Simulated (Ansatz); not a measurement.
NaLi4, relaxed as a quartet with UKS r2SCAN/def2-TZVP in Ansatz, starting from the r2SCAN/def2-TZVP geometry of the neutral doublet. Force threshold 0.02 eV/Å.

At r2SCAN/def2-TZVP a doublet of charge 0 lies 0.09 eV below the quartet, each at its own geometry. That doublet is doubtful there (⟨S²⟩ 1.40, where a pure state has 0.75). The structure comes from a short search, and lower isomers may exist.

Start:

```
atom   x (Å)   y (Å)   z (Å)
 Li1   0.238   0.137   1.749
 Li2  -1.688   1.948   0.186
 Li3   0.838   0.918  -1.177
 Li4  -1.180  -0.908  -0.612
 Na5   1.793  -2.095  -0.146
```

```tsv
step	energy (eV)	largest force component (eV/Å)	SCF passes
1	-5232.1825	0.219	40
2	-5232.2335	0.050	44
3	-5232.2383	0.009	43
```

Force components are those of the run's own axes.

End:

Cartesian coordinates in Å:
```
Li 0.2656 0.1815 1.7420
Li -1.5861 1.8213 0.1523
Li 0.9364 0.9993 -1.1283
Li -1.3309 -1.0086 -0.6027
Na 1.7150 -1.9936 -0.1634
```

By distances, no bond broke or formed. The bond that changes most is Li3–Li4, from 2.78 to 3.07 Å (atoms count from 1).

No frequencies were taken in this run, so the end may be a saddle point.

Hardware: 4 threads of Arm Neoverse V1 on a shared host. Wall time 9.5 s.
